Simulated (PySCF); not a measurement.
**Field gradients at the hydrogen positions**

Species: 1-fluorohexane, C6H13F.
Geometry (PBE0-D3(BJ)/def2-SVP, Å), atoms numbered from 1 in this order:
```xyz
20
C6H13F angstrom
C      3.2055    0.0950   -0.2207
C      1.8384    0.5147    0.2943
C      0.6863   -0.2320   -0.3641
C     -0.6820    0.1881    0.1502
C     -1.8365   -0.5519   -0.5089
C     -3.1923   -0.1004   -0.0223
F     -3.3748    1.2387   -0.2824
H      3.2962    0.2718   -1.3046
H      4.0152    0.6513    0.2753
H      3.3858   -0.9784   -0.0480
H      1.7903    0.3626    1.3872
H      1.6985    1.5991    0.1394
H      0.7291   -0.0776   -1.4579
H      0.8204   -1.3192   -0.2124
H     -0.8232    1.2704   -0.0084
H     -0.7264    0.0350    1.2442
H     -1.7911   -0.4155   -1.6036
H     -1.7511   -1.6382   -0.3294
H     -4.0007   -0.6623   -0.5209
H     -3.2900   -0.2507    1.0679
```

Level: PBE0/pcSseg-1 (PySCF, non-relativistic); Q(2H) = 0.00286 b; rigid geometry, the same for H and D, with no vibrational averaging.

Question: Rank these positions by the coupling χzz of a deuteron there, largest first.
A. H9 (methyl hydrogen)
B. H20 (methylene hydrogen)
C. H18 (methylene hydrogen)

Answer: A (197 kHz), C (190 kHz), B (183 kHz).

Q: Tabulate Vzz, the asymmetry η and χzz = 234.96 MHz × Q × Vzz for every hydrogen position.

A: 
```csv
atom,bonded to,bond length (Å),Vzz (au),η,χzz (kHz)
H8,C1,1.102,0.2902,0.02,195
H9,C1,1.100,0.2936,0.02,197
H10,C1,1.102,0.2902,0.02,195
H11,C2,1.105,0.2829,0.03,190
H12,C2,1.104,0.2827,0.03,190
H13,C3,1.105,0.2810,0.03,189
H14,C3,1.106,0.2807,0.03,189
H15,C4,1.103,0.2819,0.02,189
H16,C4,1.106,0.2810,0.04,189
H17,C5,1.104,0.2816,0.03,189
H18,C5,1.104,0.2825,0.03,190
H19,C6,1.104,0.2750,0.08,185
H20,C6,1.105,0.2717,0.07,183
```

Q: Give the 2H NMR doublet splittings at H20 for a magnetic field along the z, y and x axes of the gradient: 3χ/2, 3χ(1 + η)/4, 3χ(1 − η)/4.

A: With |χ| = 182.6 kHz and η = 0.074: 274, 147 and 127 kHz, to first order and without motion.

The structure is a single PBE0-D3(BJ)/def2-SVP conformer in the gas phase; no vibrational or solvent corrections. The small basis limits the accuracy of the gradients.
